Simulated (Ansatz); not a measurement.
Cost and result for the atomization energy of C₂H₈F₂N₂Si, SMILES `CN[Si](F)(F)NC` (15 atoms, 14 bonds).

```tsv
atom	x (Å)	y (Å)	z (Å)
C1	-1.867	-0.738	-0.218
N2	-0.699	-0.653	-1.069
Si3	0.422	0.602	-1.079
F4	-0.075	1.991	-1.681
F5	1.551	0.116	-2.092
N6	0.929	0.982	0.481
C7	1.373	0.033	1.480
H8	-2.793	-0.479	-0.743
H9	-1.981	-1.742	0.202
H10	-1.756	-0.044	0.617
H11	-0.690	-1.307	-1.835
H12	1.137	1.944	0.694
H13	1.045	-0.969	1.198
H14	0.941	0.256	2.460
H15	2.464	0.008	1.584
```

Charge 0, multiplicity 1. The geometry is a stationary point of PBE0-D4/def2-TZVP. It is one conformer, not always the lowest. Program: Ansatz. All runs use 2 threads of an AMD EPYC 7R13 on a shared host and a share of an NVIDIA H100 80 GB. Times are those of one run each, without the atoms' runs, and a repeat can differ threefold. Electronic energies, without spin–orbit coupling; frozen cores. CCSD(T)/CBS adds CCSD(T) − MP2 in def2-TZVPP to the MP2 limit, and its time is that of the two runs behind it. T1 = 0.010. B3LYP takes the VWN-RPA correlation (the form of Gaussian; ORCA's B3LYP/G).

CCSD(T)/CBS is a level of theory with its own doubt, some kJ/mol a heavy atom from the limit and from the frozen cores, so smaller differences don't rank the functionals.

```csv
level,functions,wall time,atomization (kcal/mol),difference from CCSD(T)/CBS,per bond
PBE-D4/def2-TZVPP (with forces),340,3.4 s,1443.4,21.7,1.5
PBE0-D4/def2-TZVPP,340,3.4 s,1416.4,-5.3,-0.4
B2PLYP/def2-TZVPP,340,3.5 s,1405.5,-16.2,-1.2
ωB97X-V/def2-TZVPP,340,3.7 s,1424.2,2.5,0.2
B3LYP-D4/def2-TZVPP (with forces),340,3.9 s,1420.5,-1.2,-0.1
ωB97M-V/def2-TZVPP (with forces),340,4.3 s,1424.7,3.0,0.2
r2SCAN-D4/def2-TZVPP (with forces),340,4.4 s,1416.0,-5.7,-0.4
MP2/def2-QZVPP,652,5 s,1432.5,10.8,0.8
CCSD(T)/def2-TZVPP,340,9.5 s,1380.2,-41.5,-3.0
CCSD(T)/CBS(def2),–,15 s,1421.7,0.0,0.0
```

From PBE to PBE0 (25 % exact exchange), in def2-TZVPP and without D4, the atomization energy moves by −25.8 kcal/mol: exact exchange takes away binding that semilocal exchange gives to molecules. The D4 term adds +12.9 kcal/mol with B3LYP and +6.9 kcal/mol with PBE0; it sums over pairs of atoms, weighted by their polarisabilities, and B3LYP, whose exchange is more repulsive, gets the larger term. In def2-TZVPP, CCSD(T) changes the Hartree–Fock value by +355.4 kcal/mol (the triples alone add +19.5 kcal/mol) and MP2 by +382.6 kcal/mol; breaking electron pairs costs correlation energy, which Hartree–Fock lacks.
